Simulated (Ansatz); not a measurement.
Coupled-cluster diagnostics for (MgTe)2 ring (Mg₂Te₂), Ansatz.

Geometry of the singlet (PBE-D4/def2-SVP):

```csv
atom,x (Å),y (Å),z (Å)
Mg1,1.118,0.805,0.276
Te2,0.885,-1.671,1.287
Mg3,-1.118,-0.805,-0.276
Te4,-0.885,1.671,-1.287
```

In the def2 sets Te takes a core potential; there is no spin–orbit coupling. Correlated methods freeze 10 core orbitals; core or outer-core shells of Mg, Te are correlated, in sets that lack core-valence functions.

Task: Estimate the CCSD(T) correlation energy, the shares of MP2 and (T), T1 and the reference's ⟨S²⟩ for: charge 0, singlet, own geometry in def2-TZVPP; and the rough time on 4 threads of Arm Neoverse V2 on a shared host.

Result: 
```json
{"state": "charge 0, singlet, own geometry", "basis": "def2-TZVPP", "correlation (eV)": "-35.064", "MP2 share (%)": "100.8", "(T) share (%)": "2.4", "T1": "0.010", "⟨S²⟩ (pure)": "0.00 (0.00)", "wall time": "27 s"}
```
Customary marks for T1 are 0.02 (closed shells), 0.045 (open shells) and about 0.05 (3d metals). T1 stays under 0.02 throughout.
